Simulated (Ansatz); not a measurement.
`C[NH][In]([F])[F]` → `[CH2]` (triplet) + `[NH2][In]([F])[F]` at 600 K and 1 bar (formal loss of a carbene).

Isolated molecules relaxed with PBE0-D4/def2-TZVP in Ansatz; ΔE leaves out vibrations. CBS: MP2 limit from def2 TZ/QZ plus the TZ coupled-cluster correction, frozen cores. This one scheme is used for every species. Triplets are unrestricted, without spin–orbit coupling. def2 core potentials past Kr. For In outer-core shells are correlated without core-valence functions, which leaves a few kJ/mol of doubt a bond. One conformer a species, not always the lowest.

```
            species  CCSD(T)/CBS energy (Eh)  H − E (kJ/mol)  S (J/(mol·K))
`C[NH][In]([F])[F]`               -484.61621           209.9          459.9
  `[CH2]` (triplet)                -39.09499            66.5          220.8
`[NH2][In]([F])[F]`               -445.37255           122.8          402.5
```

H − E and S are ideal-gas, rigid-rotor, harmonic terms from PBE0-D4/def2-TZVP, for one conformer and one mirror image of each species, with the whole ground term of open shells counted as degenerate. 1 Eh = 2625.50 kJ/mol, R = 8.31446 J/(mol·K).

Problem. By hand: ΔE, ΔH, ΔS and ΔG.

Solution. ΔE = (-39.09499) + (-445.37255) − (-484.61621) = 0.14867 Eh = 390.3 kJ/mol. Δ(H − E) = 66.5 + 122.8 − 209.9 = -20.6, so ΔH = 369.7 kJ/mol. ΔS = 220.8 + 402.5 − 459.9 = 163.4 J/(mol·K). ΔG = 369.7 − 600 × (163.4)/1000 = 271.7 kJ/mol.

Problem. By hand: the equilibrium constant, and the temperature at which ΔG would vanish if ΔH and ΔS stayed fixed.

Solution. log₁₀ K = −ΔG/(RT ln 10) = -23.7. ΔG = 0 at ΔH/ΔS = 2263 K.

The number of gas molecules changes by +1, which sets the sign of ΔS. A doubt of 5 kJ/mol in ΔE shifts log₁₀ K by 0.4 here. Other conformers and mirror images would add mixing entropy, several J/(mol·K) or more a flexible species. A triplet takes part, so the spin changes. These are equilibria of isolated gas molecules and say nothing of rates. Largest T1 diagnostic: 0.016 (customary marks: 0.02 for closed shells, 0.045 for open ones).
